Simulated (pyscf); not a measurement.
## HO–SiH•–Cl (SMILES O[SiH]Cl), doublet

Gas-phase minimum from PySCF at ωB97X-D3(BJ)/def2-SVP, one conformer. Other isomers of HO–SiH•–Cl were not searched in full and may lie lower. 

```
Si
O 1 1.6610
H 2 0.9639 1 117.79
H 1 1.4918 2 105.65 3 -174.11
Cl 1 2.0785 4 108.40 2 -118.76
```
Charge 0, spin multiplicity 2.

Properties at ωB97X-D3(BJ)/def2-SVP:

```json
{
  "harmonic_wavenumbers_unscaled": "204, 319, 543, 687, 751, 848, 912, 2226, 3923 cm⁻¹",
  "zero_point_energy": "14.9 kcal/mol",
  "rotational_symmetry_number": "1",
  "Entropy of this conformer at 298 K and 1 atm, rigid rotor and harmonic oscillator, modes under 100 cm⁻¹ raised to 100": "292.0 J/(mol K)",
  "dipole_moment": "1.45 D",
  "Spin expectation value S2": "0.752"
}
```

Single-point totals, which compare only within one level (frozen core for MP2 and CC):

| level | total energy (hartree) |
|---|---|
| ωB97X-D3(BJ)/def2-TZVP | -826.25992 |
| PBE/def2-TZVP | -825.80648 |
| r²SCAN/def2-TZVP | -826.13311 |
| B3LYP-D3(BJ)/def2-TZVP | -826.26621 |
| PBE0-D3(BJ)/def2-TZVP | -825.87292 |
| M06-2X/def2-TZVP | -826.15912 |
| ωB97M-D3(BJ)/def2-TZVP | -826.32790 |
| UHF/def2-TZVPP | -824.58043 |
| MP2/def2-TZVPP | -825.10965 |
| CCSD/def2-TZVPP | -825.13828 |
| CCSD(T)/def2-TZVPP | -825.15993 |

The CCSD(T) − MP2 part came from Ansatz, without density fitting, on the same reference.
